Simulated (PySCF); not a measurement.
CH₃F₃OSi. Atoms are numbered in the order given.

```xyz
9

O     -1.1929     0.5803     0.9711
Si    -0.3139    -0.2632    -0.1402
F     -0.5087    -1.8586     0.0846
F     -0.8449     0.0209    -1.6491
C      1.5040     0.2363     0.0510
F      1.5169     1.4469     0.7667
H     -0.6481     1.2853     1.3729
H      2.0139     0.3848    -0.9258
H      2.0772    -0.5287     0.6203
```
Charge 0, spin multiplicity 1.

Geometry: PBE-D3(BJ)/def2-SVP. The structure was generated by enumeration, and PubChem lists no compound with its InChIKey, so it may never have been made. The values are those of a single conformer.

Level of theory: PySCF with PBE0/pcSseg-1.

GIAO shieldings, no solvent; atoms listed in one row are averaged. δ = σ(ref) − σ: ¹⁷O against H2O (σ = 334.2 ppm); ²⁹Si against TMS (σ = 352.7 ppm); ¹⁹F against CFCl3 (σ = 167.2 ppm); ¹³C against TMS (σ = 186.3 ppm); ¹H against TMS (σ = 31.56 ppm), references at their B3LYP-D3(BJ)/def2-TZVP geometries, non-relativistic.

```json
[
 {"nucleus": "¹⁷O", "atoms": "O1", "count": "1", "δ (ppm)": "59.2"},
 {"nucleus": "²⁹Si", "atoms": "Si2", "count": "1", "δ (ppm)": "-42.3"},
 {"nucleus": "¹⁹F", "atoms": "F4", "count": "1", "δ (ppm)": "-145.9"},
 {"nucleus": "¹⁹F", "atoms": "F3", "count": "1", "δ (ppm)": "-154.1"},
 {"nucleus": "¹⁹F", "atoms": "F6", "count": "1", "δ (ppm)": "-301.1"},
 {"nucleus": "¹³C", "atoms": "C5", "count": "1", "δ (ppm)": "78.9"},
 {"nucleus": "¹H", "atoms": "H8, H9", "count": "2", "δ (ppm)": "5.02"},
 {"nucleus": "¹H", "atoms": "H7", "count": "1", "δ (ppm)": "4.13"}
]
```
